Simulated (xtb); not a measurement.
xtb input (GFN1-xTB):

```bash
xtb mol.xyz --gfn 1 --sp --chrg 1 --uhf 0
```
mol.xyz:
```
11

Si    -0.13689500     0.03055389     0.13537746
O      1.14034957    -0.27268516    -1.13860385
O      0.94406632     0.16430643     1.31378512
O     -0.71020519     1.32453647    -0.62088717
N     -1.19894210    -1.23309474     0.28568259
H      2.05668696    -0.39290194    -0.83546631
H      0.74404551     0.18299036     2.25425932
H     -1.53041857     1.77819498    -0.40572885
H     -1.03561606    -2.03079641     0.88110220
H     -2.02815082    -1.33467812    -0.27966826
H      1.10889199     0.27183791    -1.94391354
```

End of the output:

```
         :::::::::::::::::::::::::::::::::::::::::::::::::::::
         ::                     SUMMARY                     ::
         :::::::::::::::::::::::::::::::::::::::::::::::::::::
         :: total energy             -22.167304967916 Eh    ::
         :: gradient norm              0.053542478304 Eh/a0 ::
         :: HOMO-LUMO gap              6.209184938136 eV    ::
         ::.................................................::
         :: SCC energy               -22.339455958783 Eh    ::
         :: -> electrostatic           0.175105372769 Eh    ::
         :: repulsion energy           0.175389514634 Eh    ::
         :: dispersion energy         -0.003238523768 Eh    ::
         :: halogen bond corr.         0.000000000000 Eh    ::
         :: add. restraining           0.000000000000 Eh    ::
         :: total charge               1.000000000000 e     ::
         :::::::::::::::::::::::::::::::::::::::::::::::::::::

           -------------------------------------------------
          |                Property Printout                |
           -------------------------------------------------

    * Orbital Energies and Occupations

         #    Occupation            Energy/Eh            Energy/eV
      -------------------------------------------------------------
         1        2.0000           -1.0116228             -27.5277
       ...           ...                  ...                  ...
         4        2.0000           -0.9060526             -24.6549
         5        2.0000           -0.8600578             -23.4034
         6        2.0000           -0.8418292             -22.9073
         7        2.0000           -0.7993336             -21.7510
         8        2.0000           -0.7749879             -21.0885
         9        2.0000           -0.7589179             -20.6512
        10        2.0000           -0.7351928             -20.0056
        11        2.0000           -0.7280054             -19.8100
        12        2.0000           -0.7269260             -19.7807
        13        2.0000           -0.6995547             -19.0359
        14        2.0000           -0.6903230             -18.7846
        15        2.0000           -0.6687146             -18.1967
        16        2.0000           -0.5929128             -16.1340 (HOMO)
Note: The following floating-point exceptions are signalling: IEEE_DENORMAL
normal termination of xtb
        17                         -0.3647295              -9.9248 (LUMO)
        18                         -0.3259241              -8.8688
        19                         -0.2772960              -7.5456
        20                         -0.2660774              -7.2403
        21                         -0.2581024              -7.0233
        22                         -0.2236875              -6.0868
        23                         -0.2186365              -5.9494
        24                         -0.1374701              -3.7408
        25                         -0.1319869              -3.5915
        26                         -0.0738181              -2.0087
        27                          0.0477390               1.2990
       ...                                ...                  ...
        37                          1.3752855              37.4234
      -------------------------------------------------------------
                  HL-Gap            0.2281833 Eh            6.2092 eV
             Fermi-level           -0.4788211 Eh          -13.0294 eV

  Mulliken/CM5 charges         n(s)   n(p)   n(d)
     1Si    0.68062  0.67662   0.813  1.257  1.249
     2O    -0.44979 -0.77544   1.674  4.776  0.000
     3O    -0.48007 -0.65336   1.643  4.837  0.000
     4O    -0.48007 -0.65336   1.643  4.837  0.000
     5N    -0.42584 -0.84514   1.405  4.021  0.000
     6H     0.43083  0.60512   0.569  0.000  0.000
     7H     0.40289  0.58165   0.597  0.000  0.000
     8H     0.40289  0.58165   0.597  0.000  0.000
     9H     0.24386  0.43858   0.756  0.000  0.000
    10H     0.24386  0.43858   0.756  0.000  0.000
    11H     0.43083  0.60512   0.569  0.000  0.000

Wiberg/Mayer (AO) data.
largest (>0.10) Wiberg bond orders for each atom

 ---------------------------------------------------------------------------
     #   Z sym  total        # sym  WBO       # sym  WBO       # sym  WBO
 ---------------------------------------------------------------------------
     1  14 Si   5.088 --     5 N    1.443     4 O    1.413     3 O    1.413
                             2 O    0.686
     2   8 O    2.312 --    11 H    0.791     6 H    0.791     1 Si   0.686
     3   8 O    2.300 --     1 Si   1.413     7 H    0.806
     4   8 O    2.300 --     1 Si   1.413     8 H    0.806
     5   7 N    3.309 --     1 Si   1.443     9 H    0.896    10 H    0.896
     6   1 H    0.823 --     2 O    0.791
     7   1 H    0.840 --     3 O    0.806
     8   1 H    0.840 --     4 O    0.806
     9   1 H    0.941 --     5 N    0.896
    10   1 H    0.941 --     5 N    0.896
    11   1 H    0.823 --     2 O    0.791
 ---------------------------------------------------------------------------

Topologies differ in total number of bonds
Writing topology from bond orders to xtbtopo.mol

 dipole moment from electron density (au)
     X       Y       Z
   0.1970  -0.2340  -0.3088  total (Debye):    1.105

           -------------------------------------------------
          | TOTAL ENERGY              -22.167304967916 Eh   |
          | GRADIENT NORM               0.053542478304 Eh/α |
          | HOMO-LUMO GAP               6.209184938136 eV   |
           -------------------------------------------------

------------------------------------------------------------------------
------------------------------------------------------------------------
 total:
 SCF:
```

It need not be the lowest isomer of its formula.
